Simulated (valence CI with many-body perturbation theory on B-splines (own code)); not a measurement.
Zn XXIV: calculated level list

Method: relativistic CI+MBPT: five valence electrons over a frozen Dirac-Fock core [He], a basis of 11 s, 11 p, 10 d, 8 f, 5 g, 2 h functions for each j, with the one-electron correlation potential Σ1 (screened to all orders), the two-electron term Σ2, the three-electron term Σ3, Breit, model QED; selected single and double excitations, second order for the rest, scaled by the run's own slope (own B-spline code, finite nucleus).

No measured levels were compared; by estimate levels of excited configurations hold to 0.05 to 0.15 % of their energy, terms of the ground configuration to about 0.5 %. Among the levels kept, up to 5500 cm⁻¹ of a level comes from second order outside the variational space, and about a tenth of that is noise between levels of different J, which matters for small intervals.

Levels 136 to 180 of 208, with energies above the lowest level, 2s²2p³ ⁴S°_3/2. "Leading %" is the weight of the configuration and term that name the level; weights of strongly mixed levels are sums over their largest components and can fall short. Lifetimes count E1, E2, E3, M1 and M2 decay at the calculated energies, and are blank where another channel may lead or the interval is too uncertain; long ones can be off by a factor of two.

```csv
No.,Configuration,Term,J,E (eV),Leading %,Second component,Lifetime
136,2s2p³3d,⁴F°,7/2,1446.3,65,19 % 2s2p³3d ⁴D°,109 fs
137,2s2p³3d,⁴G°,9/2,1447.0,69,20 % 2s2p³3d ⁴F°,79.9 ps
138,2s2p³3d,⁴D°,1/2,1447.1,87,9 % 2s2p³3d ²P°,174 fs
139,2s2p³3p,⁴P,5/2,1447.7,33,26 % 2s2p³3p ²D,294 fs
140,2s2p³3d,⁴D°,3/2,1448.3,64,12 % 2s2p³3d ²P°,71.1 fs
141,2s2p³3p,²P,3/2,1448.7,45,41 % 2s2p³3p ²D,158 fs
142,2s2p³3d,²S°,1/2,1450.0,46,44 % 2s2p³3d ⁴P°,292 fs
143,2s2p³3d,⁴D°,5/2,1450.7,44,41 % 2s2p³3d ⁴P°,34.4 fs
144,2s2p³3d,⁴F°,9/2,1451.7,97,,77.7 ps
145,2s2p³3p,²S,1/2,1451.8,47,19 % 2s2p³3p ²P,121 fs
146,2s2p³3d,²G°,7/2,1452.6,63,12 % 2s2p³3d ⁴D°,1.18 ps
147,2s2p³3d,⁴G°,11/2,1453.3,100,,109 ps
148,2s2p³3p,⁴P,3/2,1453.4,55,15 % 2s2p³3p ²P,535 fs
149,2s2p³3p,⁴P,1/2,1454.2,49,34 % 2s2p³3p ²P,362 fs
150,2s2p³3s,²P°,3/2,1454.3,30,25 % 2s2p³3d ⁴P°,73.0 fs
151,2s2p³3s,²P°,3/2,1454.9,40,21 % 2s2p³3d ⁴P°,125 fs
152,2s2p³3s,²P°,1/2,1455.3,66,26 % 2s2p³3s ²S°,151 fs
153,2s2p³3d,⁴D°,7/2,1456.4,75,11 % 2s2p³3d ²G°,31.4 fs
154,2s2p³3d,²D°,5/2,1457.1,44,24 % 2s2p³3d ²F°,60.2 fs
155,2s2p³3d,²G°,9/2,1457.4,81,12 % 2s2p³3d ⁴G°,31.0 ps
156,2s2p³3p,⁴P,5/2,1458.1,65,18 % 2s2p³3p ²D,302 fs
157,2s2p³3d,⁴P°,1/2,1458.4,46,31 % 2s2p³3d ²S°,67.3 fs
158,2s2p³3d,⁴D°,5/2,1458.5,48,40 % 2s2p³3d ⁴P°,26.2 fs
159,2s2p³3d,²P°,3/2,1459.7,38,31 % 2s2p³3d ⁴P°,34.5 fs
160,2s2p³3d,⁴S°,3/2,1461.6,44,27 % 2s2p³3d ⁴P°,23.4 fs
161,2s2p³3d,²P°,1/2,1462.5,65,11 % 2s2p³3d ⁴D°,51.2 fs
162,2s2p³3p,²P,3/2,1462.6,54,23 % 2s2p³3p ⁴P,323 fs
163,2s2p³3p,²P,1/2,1463.0,46,24 % 2s2p³3p ⁴P,228 fs
164,2s2p³3p,²F,5/2,1466.3,66,27 % 2s2p³3p ²D,148 fs
165,2s2p³3d,²D°,3/2,1467.0,53,19 % 2s2p³3d ²P°,37.7 fs
166,2s2p³3d,²F°,7/2,1468.3,78,7 % 2s2p³3d ⁴D°,53.3 fs
167,2s2p³3d,²F°,5/2,1468.9,43,38 % 2s2p³3d ²D°,36.0 fs
168,2s2p³3p,²F,7/2,1469.2,81,16 % 2s2p³3p ⁴D,505 fs
169,2s2p³3p,²D,3/2,1470.9,66,20 % 2s2p³3p ²P,358 fs
170,2s2p³3d,⁴F°,3/2,1471.4,76,15 % 2s2p³3d ²D°,268 fs
171,2s2p³3d,⁴F°,5/2,1472.2,60,16 % 2s2p³3d ⁴D°,157 fs
172,2s2p³3d,⁴F°,7/2,1473.4,52,21 % 2s2p³3d ⁴D°,471 fs
173,2s2p³3p,²D,5/2,1473.7,80,13 % 2s2p³3p ⁴P,1.76 ps
174,2s2p³3p,²P,3/2,1475.0,53,37 % 2s2p³3p ²D,188 fs
175,2s2p³3d,⁴P°,5/2,1476.1,46,16 % 2s2p³3d ⁴D°,288 fs
176,2s2p³3d,⁴D°,1/2,1476.2,65,10 % 2s2p³3d ²P°,36.0 fs
177,2s2p³3d,⁴D°,3/2,1477.1,40,21 % 2s2p³3d ⁴P°,36.4 fs
178,2s2p³3d,⁴F°,9/2,1477.4,54,27 % 2s2p³3d ²G°,24.2 ps
179,2s2p³3p,²P,1/2,1478.7,77,17 % 2s2p³3p ²S,159 fs
180,2s2p³3d,²D°,3/2,1479.1,62,22 % 2s2p³3d ⁴F°,263 fs
```

Names give the largest LS component (configuration and term), which can be under half, so a name can repeat, a term be missing and a line seem to break the LS rules; names also repeat where a configuration has a term twice.

Where two levels of one J and parity lie close, their mixing, g and order are uncertain.
